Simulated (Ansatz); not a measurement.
`C[NH][SnH]([F])[Cl]` → `[CH2]` (triplet) + `[NH2][SnH]([F])[Cl]` at 500 K and 1 bar (formal loss of a carbene).

Program: Ansatz. Geometries: PBE0-D4/def2-TZVP. ΔE: electronic, gas phase. CBS: MP2 limit from def2 TZ/QZ plus the TZ coupled-cluster correction, frozen cores. This one scheme is used for every species. Triplets are unrestricted, without spin–orbit coupling. Elements past krypton have def2 core potentials. For Sn outer-core shells are correlated without core-valence functions, which leaves a few kJ/mol of doubt a bond. One conformer a species, not always the lowest.

```csv
species,CCSD(T)/CBS energy (Eh),H − E (kJ/mol),S (J/(mol·K))
`C[NH][SnH]([F])[Cl]`,-869.43527,218.2,452.0
`[CH2]` (triplet),-39.09499,62.7,213.9
`[NH2][SnH]([F])[Cl]`,-830.19021,134.4,405.6
```

H − E and S are ideal-gas, rigid-rotor, harmonic terms from PBE0-D4/def2-TZVP, for one conformer and one mirror image of each species, with the whole ground term of open shells counted as degenerate. 1 Eh = 2625.50 kJ/mol, R = 8.31446 J/(mol·K).

**Question.** By hand: ΔE, ΔH, ΔS and ΔG.

**Answer.** ΔE = (-39.09499) + (-830.19021) − (-869.43527) = 0.15007 Eh = 394.0 kJ/mol. Δ(H − E) = 62.7 + 134.4 − 218.2 = -21.1, so ΔH = 372.9 kJ/mol. ΔS = 213.9 + 405.6 − 452.0 = 167.5 J/(mol·K). ΔG = 372.9 − 500 × (167.5)/1000 = 289.1 kJ/mol.

**Question.** By hand: the equilibrium constant, and the temperature at which ΔG would vanish if ΔH and ΔS stayed fixed.

**Answer.** log₁₀ K = −ΔG/(RT ln 10) = -30.2. ΔG = 0 at ΔH/ΔS = 2226 K.

The number of gas molecules changes by +1, which sets the sign of ΔS. A doubt of 5 kJ/mol in ΔE shifts log₁₀ K by 0.5 here. Other conformers and mirror images would add mixing entropy, several J/(mol·K) or more a flexible species. Modes under 60 cm⁻¹, often nearly free rotors, make the harmonic entropy too high. A triplet takes part, so the spin changes. These are equilibria of isolated gas molecules and say nothing of rates. Largest T1 diagnostic: 0.013 (customary marks: 0.02 for closed shells, 0.045 for open ones).
